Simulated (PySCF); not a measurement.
Dipole moment and polarisability of `CN(C)[SiH2]O`

Compound: C2H9NOSi.
Cartesian coordinates in Å at the GFN2-xTB level; atoms count from 1:
```xyz
14
C2H9NOSi angstrom
C     -1.271   -1.072    0.250
N     -0.220   -0.107    0.444
C     -0.736    1.235    0.565
Si     1.377   -0.409   -0.129
O      2.389    0.700    0.491
H     -1.820   -0.896   -0.683
H     -1.984   -1.017    1.079
H     -0.848   -2.072    0.216
H     -1.311    1.531   -0.321
H     -1.398    1.300    1.435
H      0.084    1.936    0.692
H      1.639   -0.212   -1.554
H      1.675   -1.762    0.341
H      2.425    0.846    1.433
```

Level: wB97X-D/def2-SVPD (PySCF), static field, nuclei fixed, core orbitals frozen in the response. The polarisability tensor in these axes (au):

```
x   68.95 -0.19 -1.90
y   -0.19 62.69  1.56
z   -1.90  1.56 56.90
```

Q: Give the principal values, the mean and the anisotropy Δα = √{½[(α1 − α2)² + (α2 − α3)² + (α1 − α3)²]}.

A: Principal values 56.25, 63.02 and 69.27 au; mean 62.85 au = 9.31 Å³ = 10.36 × 10⁻⁴⁰ C²·m²/J; Δα = 11.28 au (18 % of the mean).

Q: What is the dipole moment, and where does it point?

A: (-1.34, -0.08, 1.04) D, 1.70 D in size, pointing from the negative to the positive side. Measured along this direction, the outermost atoms are H12 at the negative end and H7 at the positive end.

Q: Molar refractivity from α?

A: Lorentz–Lorenz: R = (4π/3)N_A α = 2.5225 cm³/(mol·Å³) × 9.31 Å³ = 23.5 cm³/mol, in the limit of long wavelengths.

Q: In TDDFT the mean static polarisability is Σ f/ω² over all singlet excitations (ω in hartree). How much of it do the 8 lowest give? Their energies (eV) and oscillator strengths: 6.14, 0.0134; 6.27, 0.0201; 7.34, 0.0233; 7.57, 0.0164; 7.65, 0.0575; 7.86, 0.0224; 8.02, 0.0039; 8.26, 0.0333.

A: They add up to 2.58 au, 4.1 % of the 62.85 au; the largest single term is 0.73 au, from the state at 7.65 eV. Terms in order: 0.26, 0.38, 0.32, 0.21, 0.73, 0.27, 0.05, 0.36 au. Higher excitations give the rest. The strengths listed sum to 0.190.

Q: Refractivity n − 1 of an ideal gas of it at 400 K and 1 atm, from the electronic α?

A: N = p/kT = 1.8347 × 10¹⁹ cm⁻³, so n − 1 = 2π × N × 9.31 × 10⁻²⁴ cm³ = 1074 × 10⁻⁶ at long wavelengths.

Q: Find the Langevin capture rate constant for H3+ (3.023 u) meeting this molecule (91.045 u), k = 2.342 × 10⁻⁹ cm³/s × √(α in Å³ / reduced mass in u).

A: The reduced mass is 2.93 u, so k = 4.18 × 10⁻⁹ cm³/s. The formula leaves out the permanent dipole, which adds to the capture rate.

One conformer (not necessarily the lowest) at the GFN2-xTB geometry, without solvent, vibrations or thermal averaging.

These values come from a run that also computed excited states. Hardware: one thread, Arm Neoverse N1 (aarch64), no GPU, shared host with 64 logical CPUs at a one-minute load of 59. Cost: 50 s wall (grids of density and orbitals included), 0.80 GiB resident at most.
